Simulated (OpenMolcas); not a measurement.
**Cr3+: ligand-field states by method**

Cr3+ with 6 ligands (water) in octahedral coordination (Th) at 1.98 Å. Ligand basis ANO-RCC-VDZP.

* Program: OpenMolcas 26.06
* Basis: ANO-RCC-VDZP [5s4p2d1f]
* Scalar Hamiltonian: DKH2, point nucleus
* Active space: 3 electrons in 5 orbitals (3d)
* State averaging: 2S+1 = 4 even, 10 roots; 2S+1 = 2 even, 40 roots
* Spin-orbit coupling: state interaction with AMFI integrals over the reference wave functions

I. CASSCF
II. SS-CASPT2, IPEA 0.25 Eh, imaginary shift 0.1 Eh (closed shells correlated: 3s 3p and the ligand valence shells)

Spin-free states (labels of O, taken over from Oh, the nearest higher group) in cm-1, each column counted from its own energy of the first state listed:

| State | Degeneracy | I | II |
| --- | --- | --- | --- |
| 4A2 | 1 | 0 | 0 |
| 4T2 | 3 | 15046 | 16280 |
| 2E | 2 | 19340 | 15300 |
| 2T1 | 3 | 20345 | 16290 |
| 4T1 | 3 | 23600 | 23920 |
| 2T2 | 3 | 27584 | 22440 |
| 2A1 | 1 | 31226 | 28180 |
| 2T2 | 3 | 34093 | 31690 |
| 2T1 | 3 | 35112 | 32800 |
| 2E | 2 | 37337 | 33570 |
| 4T1 | 3 | 37466 | 37360 |
| 2T1 | 3 | 41153 | 37770 |
| 2T2 | 3 | 48340 | 45210 |
| 2T1 | 3 | 49511 | 49810 |
| 2A2 | 1 | 51902 | 45570 |
| 2T2 | 3 | 53930 | 49490 |
| 2E | 2 | 58105 | 55720 |
| 2T1 | 3 | 60906 | 57430 |
| 2E | 2 | 79122 | 72730 |
| 2T2 | 3 | 81561 | 75230 |

From I to II, I's first state of the same spin (4T2) moves from 15046 to 16280 cm-1, by about +1200 cm-1.

From I to II, I's first state of another spin (2E) moves from 19340 to 15300 cm-1, by about -4000 cm-1.

I: A least-squares ligand-field fit to the states below 45000 cm-1, each weighted by its degeneracy and with a free common offset, gives 10Dq = 14871 cm-1, B = 1062 cm-1 and C = 3918 cm-1 (C/B = 3.69), with an rms deviation of 85 cm-1. The same method and metal basis give the free ion B = 1151 cm-1 (fit to its terms below 60000 cm-1, rms deviation 60 cm-1), so the nephelauxetic ratio is β = 1062 / 1151 = 0.92; it hangs on how both fits weigh the states, and computed free-ion B values tend to be too large, so β mixes covalency with correlation.

II: A least-squares ligand-field fit to the states below 45000 cm-1, each weighted by its degeneracy and with a free common offset, gives 10Dq = 16281 cm-1, B = 858 cm-1 and C = 3096 cm-1 (C/B = 3.61), with an rms deviation of 298 cm-1. The same method and metal basis give the free ion B = 1002 cm-1 (fit to its terms below 60000 cm-1, rms deviation 529 cm-1), so the nephelauxetic ratio is β = 858 / 1002 = 0.86; it hangs on how both fits weigh the states, and computed free-ion B values tend to be too large, so β mixes covalency with correlation.

From I to II, 10Dq changes by +9 %, B by -19 % and C by -21 %.

χT at 300 K: I 1.83, II 1.83 cm3 K/mol.

Roots that are degenerate in the reference are averaged as groups; the widest CASPT2 spread within a group is 580 cm-1 (the 3-fold group of multiplicity 4 near 16300 cm-1 above the lowest state of its run, II). Shifts and gaps below about the spread of the groups concerned are not significant. Over all roots computed the reference weight is 0.70 to 0.71 in II; a low but even weight reflects the number of correlated electrons. Ligand-to-metal charge-transfer states are missing. With no ligand orbital active B as a rule stays too high, so bands that hang on it stand too high and its fall with covalency is understated. Without dynamic correlation the repulsion within the d shell is too large (B by tens of per cent), so at a given field states of lower spin stand too high (holds for I). With metal d orbitals alone the field can be off either way by tens of per cent (holds for I). With one d shell and no ligand orbital active, 10Dq can be off by a tenth or more (holds for II). No measured value stands beside these numbers; the geometry is a model, was not optimised and need not be the one that this ion takes.
